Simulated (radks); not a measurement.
Question: These are the eigenvalues of the occupied orbitals of an atom or ion with whole-number occupations (eV). Calculated with a radial shooting solver on a logarithmic mesh with Libxc functionals: scalar-relativistic Kohn-Sham, PBE, spin-polarised, spherical densities, finite nucleus; Fermi nuclear charge, rms radius of each element as measured or else 0.836 A^(1/3) + 0.57 fm.

| orbital | eigenvalue |
|---|---|
| 1s up | -40279.67 |
| 1s down | -40279.57 |
| 2s up | -6459.721 |
| 2s down | -6459.656 |
| 2p up | -5787.058 |
| 2p down | -5786.992 |
| 3s up | -1399.661 |
| 3s down | -1399.110 |
| 3p up | -1185.680 |
| 3p down | -1185.129 |
| 3d up | -881.6740 |
| 3d down | -881.2303 |
| 4s up | -293.2097 |
| 4s down | -291.6432 |
| 4p up | -223.5611 |
| 4p down | -221.9511 |
| 4d up | -123.3799 |
| 4d down | -121.6531 |
| 5s up | -55.8806 |
| 5p up | -38.4264 |
| 5p down | -36.5970 |
| 4f up | -19.2538 |
| 6s up | -15.3024 |

Which element is it, and in what charge state? The configuration may be excited. Open shells, if any, are filled with parallel spins first.

Answer: Z = 58, cerium, charge +2: Ce2+ in [Kr] 4d10 4f2 5s1 5p6 6s1. The list shows which subshells hold electrons but not how many an open one holds; the 1s level, -1480.3 hartree, gives Z - s = 54.4 by -(Z - s)^2/2, which with screening and relativity narrows Z to a few neighbours, and the depths of the outer levels then fix element, charge and occupations together.
